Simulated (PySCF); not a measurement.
C2H5ClFNSi, SMILES C/N=C/[Si@H](F)Cl. Atoms are numbered in the order given.

```xyz
11

C     -3.3256    -0.4723     0.0439
N     -1.9823    -0.4216    -0.4564
C     -1.0177    -0.2821     0.3582
Si     0.6944    -0.2086    -0.3857
F      1.5706    -1.4632     0.1474
Cl     1.6291     1.4980     0.2834
H     -3.4001    -0.3819     1.1454
H     -3.7909    -1.4189    -0.2752
H     -3.9138     0.3318    -0.4270
H     -1.1810    -0.1941     1.4562
H      0.6693    -0.2365    -1.8622
```
Charge 0, spin multiplicity 1.

Geometry: PBE0-D3(BJ)/def2-SVP. The structure was generated by enumeration; whether it is a known compound was not checked. The values are those of a single conformer.

Two levels are set side by side: PBE/pcSseg-1 (PySCF) and KT2/pcSseg-1 (PySCF). GIAO shifts against CFCl3 (¹⁹F), HCl (³⁵Cl), NH3 (¹⁵N), TMS (²⁹Si), TMS (¹H), TMS (¹³C) at the same level; non-relativistic, no solvent, atoms listed together averaged. Without spin–orbit terms, shifts of atoms bonded to Cl or Br come out too high at both levels. Differences are taken from unrounded values.

| quantity | KT2 | PBE | PBE minus KT2 |
|---|---|---|---|
| δ(¹³C) of C1 (ppm) | 59.4 | 61.0 | 1.5 |
| δ(¹⁵N) of N2 (ppm) | 422.6 | 454.1 | 31.5 |
| δ(¹³C) of C3 (ppm) | 166.3 | 177.8 | 11.5 |
| δ(²⁹Si) of Si4 (ppm) | -3.0 | -3.8 | -0.8 |
| δ(¹⁹F) of F5 (ppm) | -184.2 | -177.5 | 6.7 |
| δ(³⁵Cl) of Cl6 (ppm) | 78.7 | 79.6 | 0.9 |
| δ(¹H) of H10 (ppm) | 8.38 | 8.65 | 0.27 |
| δ(¹H) of H11 (ppm) | 5.63 | 5.67 | 0.04 |

Rough cost on one machine, each run with all the roots and properties that it gave: KT2 against PBE within a factor of 2.
